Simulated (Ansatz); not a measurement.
**Which isomer of H8NPSi2 gives these data?**

These gas-phase data were calculated for one isomer of H8NPSi2 at B3LYP/6-31G* (harmonic, unscaled wavenumbers; equilibrium rotational constants with average atomic masses):

| Item | Value |
| --- | --- |
| rotational constants | 7.323, 1.308, 1.193 GHz |
| all wavenumbers above 1500 cm⁻¹ | 3547, 2403, 2392, 2273, 2259, 2243, 2234, 2222 |

Candidates:

(1) `N[SiH2]P[SiH3]`, a singlet
(2) `[SiH3]N[SiH2]P`, a singlet

Question: Which candidate do the data belong to?

Answer: Candidate (2). 1 mode lies between 3250 and 3800 cm⁻¹, one for each N–H bond, while (1) has 2.

The same quantities for all candidates:

```tsv
	rotational constants (GHz)	wavenumbers above 1500 cm⁻¹	E above the lowest, B3LYP/6-31G* (kcal/mol)
(1)	8.087, 1.408, 1.255	3642, 3551, 2383, 2258, 2252, 2247, 2239, 2224, 1628	6.5
(2)	7.323, 1.308, 1.193	3547, 2403, 2392, 2273, 2259, 2243, 2234, 2222	0.0
```

Harmonic stretches to hydrogen usually lie a few per cent above observed fundamentals. Each candidate is one conformer. Programs: Ansatz 0.2.0.
